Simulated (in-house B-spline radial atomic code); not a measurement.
Configurations of the silver ion Ag³⁺, with energies counted from [Kr] 4d8. Method: scalar-relativistic (X2C) wB97X, spin-polarised, spherical fractional occupations, exact exchange averaged over the configuration, Fermi nucleus of rms radius 4.5454 fm. Calculated with a radial B-spline atomic code at the basis-set limit. Shells without spins written out take the highest spin.

Occupations are held fixed; configurations that lie above the ionisation limit could autoionise.

```csv
configuration,E - E(ref) (eV),highest orbital,its <r> (bohr)
[Kr] 4d7 5d1,31.317,5d up,3.628
[Ar] 3d10 4s2 4p5 4d8 5p1,75.618,5p up,2.605
[Ar] 3d10 4s2 4p5 4d8 5d1,86.239,5d up,3.602
[Ar] 3d10 4s2 4p5 4d8 4f1,90.517,4f up,3.535
```

Problem. Order these further configurations by energy, lowest first.
A. [Kr] 4d7 5f1
B. [Ar] 3d10 4s2 4p5 4d8 5s1
C. [Kr] 4d7 5p1
D. [Ar] 3d10 4s2 4p5 4d8 5f1
E. [Kr] 4d7 4f1

Solution. C (20.782 eV), E (35.588 eV), A (40.421 eV), B (67.319 eV), D (95.352 eV).
